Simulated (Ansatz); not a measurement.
Mulliken charges of C$_{3}$H$_{5}$I, SMILES `C=CCI` from B3LYP/def2-TZVPP in Ansatz (PBE0-D4/def2-TZVP geometry).

```csv
atom,x (Å),y (Å),z (Å),charge (e)
C1,0.376,1.312,-0.472,-0.210
C2,0.090,0.377,0.425,-0.097
C3,-0.507,-0.927,0.082,-0.226
I4,0.882,-2.542,0.470,-0.079
H5,0.197,1.154,-1.531,0.093
H6,0.799,2.265,-0.179,0.109
H7,0.291,0.554,1.478,0.119
H8,-0.762,-1.013,-0.972,0.138
H9,-1.366,-1.179,0.700,0.153
```

Task: By hand: the dipole of these point charges (1 e Å = 4.8032 D).

Result: Σ q r = (-0.217, 0.198, -0.011) e Å, of length 0.294 e Å = 1.41 D.

Task: How does the dipole of the full density compare? (An estimate is asked.)

Result: The calculation gave: (-0.216, 0.295, -0.061) e Å, 1.78 D; the point charges give 0.79 times that, at 14° from its direction.

Point charges leave out the atoms' own dipoles, such as those of lone pairs, and Mulliken's split depends on the basis, so the two needn't agree.

B3LYP here is the variant with VWN-RPA as its local correlation; programs differ in this.
